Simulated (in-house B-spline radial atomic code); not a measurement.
Ionisation energies with and without relativity, with size and susceptibility from the Dirac run. Dirac energy differences include first-order Breit, QED and recoil terms. NIST's values go from ground level to ground level; the uncertainty of those that are theory runs from under 0.1 % in few-electron ions to several per cent in heavy many-electron ones. Computed with an all-electron radial atomic-structure program (B-spline basis): non-relativistic Hartree-Fock and Dirac-Hartree-Fock, averages of the configuration (point nuclei without relativity, finite nuclei with it).

Some pairs differ by more than the removed electron.

| ion | configuration | configuration after | ionisation non-relativistic (eV) | ionisation Dirac Breit and QED (eV) | tabulated value (eV) | tabulated kind | radius at density 0.001 (bohr) | diamagnetic susceptibility (10⁻⁶ cm³/mol) |
| --- | --- | --- | --- | --- | --- | --- | --- | --- |
| I | [Kr] 4d10 5s2 5p5 | [Kr] 4d10 5s2 5p4 | 10.297 | 10.270 | 10.45124 | measured | 4.528 | -49.108 |
| Xe | [Kr] 4d10 5s2 5p6 | [Kr] 4d10 5s2 5p5 | ? | ? | ? | measured | ? | ? |
| Cs | [Xe] 6s1 | [Kr] 4d10 5s2 5p6 | ? | ? | ? | measured | ? | ? |
| Ba | [Xe] 6s2 | [Xe] 6s1 | 4.134 | 4.277 | 5.211665 | measured | 5.56 | -82.027 |
| La | [Xe] 5d1 6s2 | [Xe] 5d2 | 3.883 | 4.910 | 5.5769 | measured | 5.544 | -79.984 |
| Ce | [Xe] 4f1 5d1 6s2 | [Xe] 4f1 5d2 | 4.007 | 5.082 | 5.5386 | measured | 5.506 | -78.096 |
| Pr | [Xe] 4f3 6s2 | [Xe] 4f3 6s1 | 4.307 | 4.499 | 5.4702 | semi-empirical | 5.459 | -76.266 |
| Nd | [Xe] 4f4 6s2 | [Xe] 4f4 6s1 | ? | ? | ? | measured | ? | ? |
| Pm | [Xe] 4f5 6s2 | [Xe] 4f5 6s1 | 4.404 | 4.623 | 5.58187 | measured | 5.4 | -72.918 |
| Sm | [Xe] 4f6 6s2 | [Xe] 4f6 6s1 | 4.451 | 4.682 | 5.643722 | measured | 5.372 | -71.359 |
| Eu | [Xe] 4f7 6s2 | [Xe] 4f7 6s1 | 4.496 | 4.741 | 5.670385 | measured | 5.345 | -69.867 |
| Gd | [Xe] 4f7 5d1 6s2 | [Xe] 4f7 5d1 6s1 | 4.836 | 5.196 | 6.1498 | measured | 5.325 | -68.727 |
| Tb | [Xe] 4f9 6s2 | [Xe] 4f9 6s1 | 4.582 | 4.856 | 5.8638 | measured | 5.292 | -67.058 |

Q: Fill in the row of Xe.

A: ionisation non-relativistic (eV): 11.685; ionisation Dirac Breit and QED (eV): 11.668; tabulated value (eV): 12.12984; radius at density 0.001 (bohr): 4.414; diamagnetic susceptibility (10⁻⁶ cm³/mol): -48.469.

Q: Fill in the row of Cs.

A: ionisation non-relativistic (eV): 3.356; ionisation Dirac Breit and QED (eV): 3.475; tabulated value (eV): 3.893906; radius at density 0.001 (bohr): 4.627; diamagnetic susceptibility (10⁻⁶ cm³/mol): -74.134.

Q: Fill in the row of Nd.

A: ionisation non-relativistic (eV): 4.357; ionisation Dirac Breit and QED (eV): 4.562; tabulated value (eV): 5.525; radius at density 0.001 (bohr): 5.429; diamagnetic susceptibility (10⁻⁶ cm³/mol): -74.551.
